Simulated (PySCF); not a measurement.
A species of formula C4H8Si has this rotational fingerprint, computed with PBE0-D3(BJ)/def2-SVP geometry optimisation, gas phase (PySCF):

* Rotational constants: A = 12099, B = 1524, C = 1400 MHz
* Dipole components: |μa| = 1.07 D, |μb| = 0.96 D, |μc| = 0.00 D
* Inertial defect: -12.30 u·Å²
* κ: -0.98

**Question.** Which candidate fits, each taken in the one conformer that was computed?
A. `[CH2:1]=[CH:2][SiH:3]1[CH2:4][CH2:5]1` with C1–C2–Si3–C4 -27°
B. `[CH2:1]=[CH:2][C@H:3]1[CH2:4][SiH2:5]1` with C1–C2–C3–C4 0°
C. `CC#C[SiH2]C`

**Answer.** C. It is CC#C[SiH2]C, a near-prolate asymmetric top, point group Cs. The candidates at the same level (rigid rotor, commonest isotopes):

```
           SMILES  A (MHz)  B (MHz)  C (MHz)  μa (D)  μb (D)  μc (D)  Δ (u·Å²)  point group                        rotor
      CC#C[SiH2]C    12099     1524     1400    1.07    0.96    0.00    -12.30           Cs  near-prolate asymmetric top
     C=C[SiH]1CC1     7692     2714     2399    0.55    0.16    0.01    -41.26            –               asymmetric top
C=C[C@H]1C[SiH2]1     8146     2611     2472    0.67    0.04    0.23    -51.19           C1  near-prolate asymmetric top
```

`C=C[SiH]1CC1` has B 78 % too high; `C=C[C@H]1C[SiH2]1` has C 77 % too high. In the right answer the mirror of this Cs structure is the ab plane, so μc vanishes by symmetry. No structure here is proved a minimum.
